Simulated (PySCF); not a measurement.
# Computed properties of B(Cl)(F)(SiH3) (BClFH3Si), SMILES FB([SiH3])Cl

B(Cl)(F)(SiH3) (BClFH3Si), SMILES FB([SiH3])Cl. The structure is a stationary point at B3LYP-D3(BJ)/def2-SVP. The values are those of a single conformer. All values are computed for the isolated molecule unless a solvent is named; none is compared with measurement here.

**Structure.** The optimised structure has Cs symmetry. All 15 harmonic modes at B3LYP-D3(BJ)/def2-SVP (PySCF) are real, so it is a minimum. With heavy atoms numbered as in [B:1]([Cl:2])([F:3])[SiH3:4], the shortest bond between them is B1–F3 at 1.320 Å and the longest B1–Si4 at 2.033 Å.

**Vibrations.** The strongest infrared lines (harmonic, unscaled, degenerate partners summed) lie at 873 cm⁻¹ (316 km/mol, H 70 %, B 24 %), 1317 cm⁻¹ (225 km/mol, B 69 %, F 31 %), 2228 cm⁻¹ (107 km/mol, H 96 %). The softest mode is at 50 cm⁻¹ and the zero-point energy is 20.4 kcal/mol.

**Electronic structure.** B3LYP/def2-TZVPD (PySCF) places the frontier levels at -8.51 and -1.98 eV, a gap of 6.53 eV, and gives a dipole moment of 0.77 D and a mean polarisability of 59.3 bohr³.

**Excitations.** TDA-PBE0/def2-SVPD (PySCF) has S1 at 5.53 eV (224 nm, f = 0.014, weak); the most intense of the 10 singlets computed lies at 8.29 eV (f = 0.22). T1 (TDA) is at 4.47 eV, 1.06 eV under S1. No vertical singlet excitation falls in the visible range (under 3.1 eV).

**NMR.** GIAO shifts at PBE0/pcSseg-1 (PySCF) (non-relativistic, atoms alike by connectivity averaged): ¹H at 3.9 ppm against TMS; ²⁹Si at -106.7 ppm against TMS; ¹⁹F at 39.9 ppm against CFCl3; ¹¹B at 42.2 ppm against BF3. Without spin–orbit terms, shifts of atoms bonded to Cl or Br come out too high.
